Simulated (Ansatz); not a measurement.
sulfur dioxide (O$_{2}$S), singlet, geometry from GFN2-xTB; Ansatz (a quantum-chemistry and plane-wave program) with MP2/cc-pVDZ.

Here is a job for Ansatz.
Ansatz 0.2 input:
```yaml
crystal:
  periodic: [false, false, false]
  atoms:
    - {symbol: S, position_ang: [0.01393578, -0.00400644, 0.37782868]}
    - {symbol: O, position_ang: [-0.03321683, 1.22242899, -0.36419754]}
    - {symbol: O, position_ang: [0.00534526, -1.21441610, -0.39145982]}
basis:
  gaussian:
    orbitals: cc-pVDZ
magnetization: {spin_polarized: false}
correlation: {method: mp2}
```

### Question
What does Ansatz print? Leave out banner, timings and long lists.

### Answer

```
Functional definition: HF
450 factors; integrals over basis functions are off by at most 9.6e-4 eV
mean field evaluation 1: about -14885.9417 eV, gradient 4.3e1 eV
mean field evaluation 2: about -14885.9526 eV, gradient 4.3e1 eV
mean field evaluation 4: about -14889.4826 eV, gradient 2.4e0 eV
mean field evaluation 8: about -14889.5038 eV, gradient 2.1e-4 eV
mean field -14889.50384904 eV, -547.1791739840 hartree, gradient 4.0e-6 eV, S^2 0.000000; 0 other end points of the search recorded, 0 dependent functions left out; unrestricted orbitals would lower it
mean field evaluation 16: about -14889.5306 eV, gradient 1.6e-1 eV
7 core orbitals not correlated
reference -14889.50384904 eV, -547.1791739840 hartree; 9, 9 occupied and 30, 30 virtual orbitals, 450 factors
second order -14.07733097 eV of doubles, -0.00000000 eV of singles
Total energy: -14903.58118001 eV, -547.6965063554 hartree
```
